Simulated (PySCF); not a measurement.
## Partial charges of `CCO[Si@@](C)([SiH3])P`

Compound: C₃H₁₃OPSi₂.
Cartesian coordinates in Å at the PBE0-D3(BJ)/def2-SVP level; atoms count from 1:
```xyz
20
C3H13OPSi2 angstrom
C      2.8522    0.9617    0.7753
C      1.9275    0.2939   -0.2142
O      0.6194    0.2723    0.3100
Si    -0.7395   -0.2028   -0.5402
C     -0.5716   -1.9588   -1.1870
Si    -2.5034    0.0257    0.9788
P     -0.9639    1.1536   -2.3555
H      2.5220    1.9922    0.9732
H      2.8516    0.4149    1.7299
H      3.8824    0.9910    0.3896
H      1.9457    0.8334   -1.1811
H      2.2728   -0.7379   -0.4197
H     -1.5053   -2.2871   -1.6704
H     -0.3497   -2.6531   -0.3614
H      0.2385   -2.0337   -1.9298
H     -2.6187    1.4486    1.4243
H     -2.3158   -0.8449    2.1821
H     -3.7864   -0.3648    0.3111
H     -1.6384    2.1957   -1.6490
H     -2.1739    0.5141   -2.7685
```

Density: PBE0/pcSseg-1 (PySCF); schemes: Mulliken, IAO, Hirshfeld and ESP-fitted. Isolated species at its PBE0-D3(BJ)/def2-SVP geometry (one conformer only).

Problem. Atoms with like bonding are taken together and averaged. At which atom do the 4 schemes differ most?

Solution. At C2: from -0.035 (IAO) to +0.630 e (ESP-fitted), 0.665 e apart.

Problem. Do the Mulliken, IAO, Hirshfeld and ESP-fitted schemes agree on where the charge is lowest?

Solution. The schemes don't all agree: Mulliken O3 (-0.645); IAO C5 (-0.727); Hirshfeld O3 (-0.230); ESP-fitted O3 (-0.566).

Problem. Do the Mulliken, IAO, Hirshfeld and ESP-fitted schemes agree on where the charge is highest?

Solution. All schemes agree: Mulliken Si4 (+0.592); IAO Si4 (+0.849); Hirshfeld Si4 (+0.310); ESP-fitted Si4 (+0.662).

Problem. Tabulate the Mulliken, IAO, Hirshfeld and ESP-fitted charges.

Solution. In e; atoms taken as equivalent share a row and are averaged (×n: the atom named and its like, n in all):

```tsv
atom	environment	Mulliken	IAO	Hirshfeld	ESP-fitted
C1	methyl carbon	-0.279	-0.413	-0.120	-0.447
C2	sp3 carbon bound to oxygen	+0.011	-0.035	+0.008	+0.630
O3	silyl ether oxygen	-0.645	-0.635	-0.230	-0.566
Si4	oxygen-bound silicon	+0.592	+0.849	+0.310	+0.662
C5	Si-methyl carbon	-0.627	-0.727	-0.217	-0.530
Si6	SiH3 silicon	+0.220	+0.249	+0.198	-0.003
P7	three-coordinate phosphorus	-0.234	-0.144	-0.034	-0.394
H8/H9/H10	methyl hydrogen	+0.118	+0.143	+0.043	+0.104
H11	methylene hydrogen	+0.119	+0.120	+0.028	-0.086
H12	methylene hydrogen	+0.107	+0.118	+0.034	-0.078
H13/H14/H15	methyl hydrogen	+0.152	+0.157	+0.045	+0.132
H16/H17/H18	Si–H hydrogen	-0.065	-0.094	-0.074	-0.036
H19/H20	P–H hydrogen	+0.061	-0.001	-0.009	+0.106
```

Mean size of the charges over all atoms: IAO 0.224 e, ESP-fitted 0.221 e, Mulliken 0.198 e, Hirshfeld 0.084 e. Each set sums to the total charge, 0, to within 0.001 e. The Mulliken scheme counts on each atom the diagonal of the density matrix times the overlap matrix over that atom's basis functions.

Some averages cover members that differ in this geometry: H16/H17/H18, ESP-fitted -0.057 to -0.019; H8/H9/H10, ESP-fitted +0.089 to +0.120 e.

Problem. How many electrons does the ESP-fitted scheme count on C2?

Solution. Z − q = 6 − (+0.630) = 5.370.

Problem. How closely do the schemes follow one another over all atoms?

Solution. Correlation coefficient and root-mean-square difference: Mulliken with IAO 0.98, 0.077 e; IAO with Hirshfeld 0.96, 0.212 e; Mulliken with Hirshfeld 0.94, 0.168 e; Mulliken with ESP-fitted 0.83, 0.172 e; IAO with ESP-fitted 0.81, 0.196 e; Hirshfeld with ESP-fitted 0.75, 0.234 e.
